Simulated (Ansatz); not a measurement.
Geometry optimisation, RKS B3LYP-D4/def2-SVP (Ansatz 0.2.0).

Input file:

```yaml
crystal:
  periodic: [false, false, false]
  atoms:
    - { symbol: Ge, position_ang: [-1.0198, -0.1613, -0.5138] }
    - { symbol: C, position_ang: [1.1088, 0.5246, -0.0921] }
    - { symbol: "N", position_ang: [-0.8285, -0.6902, 1.1609] }
    - { symbol: H, position_ang: [0.3998, -0.2748, 0.8221] }
    - { symbol: H, position_ang: [-0.9278, -1.0398, -1.7773] }
    - { symbol: H, position_ang: [-1.944, 1.0102, -0.889] }
    - { symbol: H, position_ang: [1.2802, 1.2077, -0.9312] }
    - { symbol: H, position_ang: [1.8754, -0.245, -0.2052] }
    - { symbol: H, position_ang: [1.2991, 1.1453, 0.7866] }
    - { symbol: H, position_ang: [-1.2432, -1.4768, 1.639] }
basis:
  gaussian: { orbitals: def2-SVP }
hamiltonian:
  xc: b3lyp
  dispersion: d4
relax:
  f_tol: 0.15
  max_steps: 25
  restrain:
    - { distance: [3, 1], at: 1.07, k: 30.0 }
    - { distance: [0, 1], at: 3.26, k: 30.0 }
    - { distance: [3, 2], at: 2.32, k: 30.0 }
```

Launched with:

```bash
$ ansatz run input.yaml --threads 2 --pin off --max-ram 3072MiB --backend cpu --events-out ev --progress --plain --runs-dir out
```

Question: Where does it end, and by what steps?

Answer: The run converged. The restraints hold the end off the free minimum. After 13 steps the energy has fallen by 1.514 eV (the restraints' own energy left out); H9 moved furthest, 0.93 Å. Parted: Ge1–C2. Joined: C2–H4.

| step | energy less start (eV) | largest force component (eV/Å) | accepted |
| --- | --- | --- | --- |
| 0 | 0.0000 | 3.111 | yes |
| 1 | 1.2002 | 2.654 | yes |
| 2 | 0.9606 | 3.168 | yes |
| 3 | -0.0885 | 2.726 | yes |
| 4 | -1.1226 | 1.150 | yes |
| 5 | -1.3995 | 0.893 | yes |
| 6 | -1.4452 | 0.772 | yes |
| 7 | -1.4496 | 1.610 | no |
| 8 | -1.4835 | 0.549 | yes |
| 9 | -1.4936 | 0.597 | yes |
| 10 | -1.5053 | 0.684 | yes |
| 11 | -1.5069 | 0.556 | yes |
| 12 | -1.5039 | 0.528 | no |
| 13 | -1.5139 | 0.547 | yes |

```xyz
10
Properties=species:S:1:pos:R:3
Ge -1.536 -0.421 -0.591
C 1.444 0.646 0.221
N -1.342 -0.740 1.077
H 0.681 0.405 0.956
H -1.361 -1.369 -1.805
H -1.895 1.019 -0.986
H 0.973 1.120 -0.657
H 1.955 -0.275 -0.101
H 2.190 1.343 0.632
H -1.110 -1.728 1.254
```

Run time: 53 s on 2 threads of Arm Neoverse N1, with other jobs on the host, peak memory 0.2 GiB.
